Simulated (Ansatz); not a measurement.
Basis-set series for C$_{3}$H$_{11}$GeN (`CC(C)[NH][GeH3]`). Charge 0, multiplicity 1. Geometry: relaxed with PBE0-D4/def2-TZVP. It is one conformer, not always the lowest.

Z-matrix (Å, degrees):
```
C
C 1 1.518
H 1 1.092 2 110.6
H 1 1.094 2 111.8 3 119.6
H 1 1.093 2 110.2 3 -120.3
C 2 1.518 1 111.0 3 57.6
N 2 1.458 1 110.0 3 178.5
H 2 1.104 1 107.6 3 -60.0
H 6 1.093 2 110.2 1 60.8
H 6 1.094 2 111.1 1 -179.4
H 6 1.093 2 110.9 1 -59.6
Ge 7 1.843 2 120.1 1 59.6
H 7 1.011 2 110.7 1 -169.0
H 12 1.537 7 109.9 2 -80.6
H 12 1.537 7 106.2 2 160.2
H 12 1.548 7 112.1 2 40.0
```

```csv
functional,basis,functions,energy (Eh),HOMO (eV),LUMO (eV)
PBE0-D4,def2-SVP,143,-2251.83644,-6.51,1.00
PBE0-D4,def2-QZVPP,647,-2252.34771,-6.68,0.32
ωB97M-V,def2-SVP,143,-2252.07176,-8.82,2.77
ωB97M-V,def2-QZVPP,647,-2252.59310,-9.01,1.64
```

**Question.** Give the rows for def2-TZVPP. (Estimate.)

**Answer.** The calculation gave: 
| functional | basis | functions | energy (Eh) | HOMO (eV) | LUMO (eV) |
| --- | --- | --- | --- | --- | --- |
| PBE0-D4 | def2-TZVPP | 326 | -2252.29215 | -6.65 | 0.61 |
| ωB97M-V | def2-TZVPP | 326 | -2252.53876 | -8.99 | 2.17 |

Positive LUMOs are unbound and depend on the basis. Scalar relativity is left out up to krypton.

Program: Ansatz 0.2.0.
